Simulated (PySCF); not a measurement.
From results back to the method.

Compound: C4H12Si2.
SMILES with atom numbers: `[CH2:1]=[CH:2][SiH2:3][CH2:4][CH2:5][SiH3:6]` (hydrogens: H7, H8 on C1; H9 on C2; H10, H11 on Si3; H12, H13 on C4; H14, H15 on C5; H16, H17, H18 on Si6)

The closed-shell ground state was solved 7 times with PySCF (density fitting, gas phase), always in the pcSseg-1 basis (176 functions), with these functionals: B97-2, B97-D, BHandHLYP, HF, LC-wPBE, mPW1PW91 and wB97X-D. The structure is a single PBE0-D3(BJ)/def2-SVP conformer in the gas phase; no vibrational or solvent corrections.

| row | total energy (Eh) | HOMO (eV) | LUMO (eV) | dipole (D) |
| --- | --- | --- | --- | --- |
| P | -738.5506 | -7.67 | -0.45 | 0.73 |
| Q | -738.4275 | -6.47 | -1.33 | 0.70 |
| R | -738.4542 | -8.65 | 0.70 | 0.74 |
| S | -738.5337 | -7.41 | -0.49 | 0.73 |
| T | -738.2831 | -10.31 | 1.87 | 0.73 |
| U | -738.5067 | -9.47 | 1.36 | 0.73 |
| V | -736.2402 | -10.14 | 3.37 | 0.82 |

Question: Which functional belongs to which row?

Answer: P = mPW1PW91, Q = B97-D, R = BHandHLYP, S = B97-2, T = LC-wPBE, U = wB97X-D, V = HF. By rising HOMO–LUMO gap: B97-D (GGA) 5.14 eV; B97-2 (global hybrid, 21 % exact exchange) 6.92 eV; mPW1PW91 (global hybrid, 25 % exact exchange) 7.22 eV; BHandHLYP (global hybrid, 50 % exact exchange) 9.35 eV; wB97X-D (range-separated hybrid) 10.83 eV; LC-wPBE (range-separated hybrid) 12.18 eV; HF (all exact exchange) 13.51 eV. Total energies of different functionals aren't bounds to one another; each is stationary for its own functional.

Shape of the structure used: `[CH2:1]=[CH:2][SiH2:3][CH2:4][CH2:5][SiH3:6]`: C1–C2–Si3–C4 -114°, C2–Si3–C4–C5 180°, Si3–C4–C5–Si6 -179°.

The pairwise dispersion term of B97-D and wB97X-D wasn't added to the energies; at a given geometry it leaves orbitals and properties as they are.
